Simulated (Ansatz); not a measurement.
Cost and result for the atomization energy of CH7NSi2 (`N[SiH]1C[SiH2]1`) (11 atoms, 11 bonds).

```xyz
11

N     1.792    0.901    0.114
Si    0.081    0.827    0.117
C    -0.699   -0.494   -0.980
Si   -0.953   -1.032    0.832
H     2.299    0.928    0.983
H     2.295    1.364   -0.625
H    -0.656    2.118    0.088
H    -0.019   -1.117   -1.558
H    -1.585   -0.229   -1.553
H    -2.349   -1.025    1.330
H    -0.205   -2.241    1.253
```

Charge 0, multiplicity 1. The structure was optimised at the PBE0-D4/def2-TZVP level. It is one conformer, not always the lowest. Program: Ansatz. All runs use 2 threads of an INTEL XEON PLATINUM 8581C on a shared host. Times are those of one run each, without the atoms' runs, and a repeat can differ threefold. Electronic energies, without spin–orbit coupling; frozen cores. CCSD(T)/CBS adds CCSD(T) − MP2 in def2-TZVPP to the MP2 limit, and its time is that of the two runs behind it. T1 = 0.012. B3LYP takes the VWN-RPA correlation (the form of Gaussian; ORCA's B3LYP/G). HSE06 is the plane-wave form, built on full-range PBE exchange.

CCSD(T)/CBS is a level of theory with its own doubt, some kJ/mol a heavy atom from the limit and from the frozen cores, so smaller differences don't rank the functionals.

```
                            level  functions  atomization (kJ/mol)  difference from CCSD(T)/CBS  per bond
               BLYP-D4/def2-TZVPP        244                3650.9                        -21.6      -2.0
               CCSD(T)/def2-TZVPP        244                3563.7                       -108.8      -9.9
B3LYP-D4/def2-TZVPP (with forces)        244                3673.5                          1.0       0.1
  PBE-D4/def2-TZVPP (with forces)        244                3706.6                         34.1       3.1
                B2PLYP/def2-TZVPP        244                3622.1                        -50.4      -4.6
 ωB97M-V/def2-TZVPP (with forces)        244                3685.6                         13.1       1.2
                CCSD(T)/CBS(def2)          –                3672.5                          0.0       0.0
          CAM-B3LYP-D4/def2-TZVPP        244                3685.0                         12.5       1.1
               ωB97X-V/def2-TZVPP        244                3700.6                         28.1       2.5
                 CCSD(T)/def2-SVP         99                3396.9                       -275.6     -25.1
                   MP2/def2-QZVPP        464                3645.0                        -27.5      -2.5
              HSE06-D4/def2-TZVPP        244                3666.6                         -5.9      -0.5
                B97M-V/def2-TZVPP        244                3695.8                         23.3       2.1
```

(1) Order the runs by time, with rough figures. (Estimate.)

Answers

(1) Ansatz gave: BLYP-D4/def2-TZVPP 2.3 s; CCSD(T)/def2-SVP 2.9 s; PBE-D4/def2-TZVPP (with forces) 3.1 s; CAM-B3LYP-D4/def2-TZVPP 3.3 s; HSE06-D4/def2-TZVPP 3.8 s; B3LYP-D4/def2-TZVPP (with forces) 4.5 s; B2PLYP/def2-TZVPP 5.5 s; B97M-V/def2-TZVPP 7 s; ωB97X-V/def2-TZVPP 8 s; ωB97M-V/def2-TZVPP (with forces) 11 s; MP2/def2-QZVPP 21 s; CCSD(T)/def2-TZVPP 2.8 min; CCSD(T)/CBS(def2) 3.2 min.

In def2-TZVPP, CCSD(T) changes the Hartree–Fock value by +923.9 kJ/mol (the triples alone add +49.4 kJ/mol) and MP2 by +940.4 kJ/mol; breaking electron pairs costs correlation energy, which Hartree–Fock lacks. At CCSD(T), def2-SVP lies −275.6 kJ/mol from the extrapolated value and def2-TZVPP −108.9 kJ/mol: correlation converges slowly with the basis, and small sets miss more of it in the bonded molecule than in its fragments. Leaving LDA and LC-ωPBE aside and taking each functional with its dispersion term where it has one, the values, not all of them listed here, spread over 113.0 kJ/mol, from BHLYP-D4 to PBE-D4. LDA lies +468.7 kJ/mol from PBE without D4, its usual overbinding.
